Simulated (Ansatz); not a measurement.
Frontier orbitals of CH8N2Si2, SMILES `[SiH3]/N=C\N[SiH3]`.

Z-matrix (Å, degrees):
```
Si
N 1 1.696
H 1 1.496 2 117.4
H 1 1.486 2 108.0 3 121.0
H 1 1.486 2 108.0 3 -121.0
C 2 1.256 1 149.5 3 0.4
N 6 1.368 2 128.3 1 -0.0
H 6 1.100 2 119.6 1 180.0
Si 7 1.750 6 126.5 2 0.1
H 7 1.008 6 114.5 2 -180.0
H 9 1.484 7 104.1 6 179.8
H 9 1.482 7 111.1 6 61.1
H 9 1.482 7 111.1 6 -61.6
```

The species carries charge 0 and has multiplicity 1. The structure was optimised at the PBE0-D4/def2-TZVP level. It is one conformer, not always the lowest. Basis def2-TZVPP, the Gaussian-basis code of Ansatz.

| functional | HOMO (eV) | LUMO (eV) | gap (eV) |
| --- | --- | --- | --- |
| PBE | -5.58 | -1.22 | 4.36 |
| revPBE | -5.53 | -1.13 | 4.40 |
| PBE0 | -6.90 | -0.20 | 6.70 |
| B3LYP | -6.68 | -0.42 | 6.26 |
| ωB97M-V | -9.20 | 1.66 | 10.86 |
| HF | -10.22 | 2.91 | 13.13 |

From PBE to PBE0 the HOMO moves by −1.32 eV and the LUMO by +1.02 eV, and with ωB97M-V by −3.62 and +2.88 eV, so the gap grows from 4.36 to 10.86 eV with exact exchange. A positive LUMO is unbound and depends on the basis.

B3LYP here is the variant with VWN-RPA as its local correlation; programs differ in this.
